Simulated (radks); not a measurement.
Isoelectronic series with 22 electrons, each ion in its NIST ground configuration. All-electron calculation, scalar-relativistic Kohn-Sham, PBE, spin-polarised, spherical densities, finite nucleus; open shells are filled with parallel spins first; Fermi nuclear charge, rms radius of each element as measured or else 0.836 A^(1/3) + 0.57 fm. Program: a radial shooting solver on a logarithmic mesh with Libxc functionals. Total energies (hartree) and orbital eigenvalues (eV) (* marks an orbital that is empty in some or all of the ions):

| ion | configuration | E (hartree) | 3d down* | 3d up | 3p down | 3p up | 3s down |
|---|---|---|---|---|---|---|---|
| Ti | [Ar] 3d2 4s2 | -853.59003 | -3.3363 | -4.8193 | -37.7548 | -39.4801 | -61.5086 |
| Cr2+ | [Ar] 3d4 | -1049.81936 | -20.3670 | -24.1571 | -63.7541 | -67.8367 | -92.3895 |
| Fe4+ | [Ar] 3d4 | -1268.50428 | -60.2952 | -65.3206 | -114.7420 | -119.9243 | -149.1857 |
| Ni6+ | [Ar] 3d4 | -1509.47949 | -114.4642 | -120.6480 | -179.9643 | -186.0609 | -220.6715 |
| Zn8+ | [Ar] 3d4 | -1772.80886 | -181.7953 | -189.0961 | -258.3568 | -265.2889 | -305.7042 |
| Ge10+ | [Ar] 3d4 | -2058.60839 | -261.8717 | -270.2641 | -349.5666 | -357.2933 | -403.9278 |
| Se12+ | [Ar] 3d4 | -2367.02331 | -354.4868 | -363.9534 | -453.4493 | -461.9466 | -515.2270 |
| Kr14+ | [Ar] 3d4 | -2698.21999 | -459.5242 | -470.0529 | -569.9468 | -579.2001 | -639.5899 |
| Sr16+ | [Ar] 3d4 | -3052.38413 | -576.9145 | -588.4961 | -699.0455 | -709.0457 | -777.0616 |
| Zr18+ | [Ar] 3d4 | -3429.71913 | -706.6155 | -719.2430 | -840.7587 | -851.5000 | -927.7232 |
| Mo20+ | [Ar] 3d4 | -3830.44414 | -848.6022 | -862.2703 | -995.1169 | -1006.596 | -1091.682 |
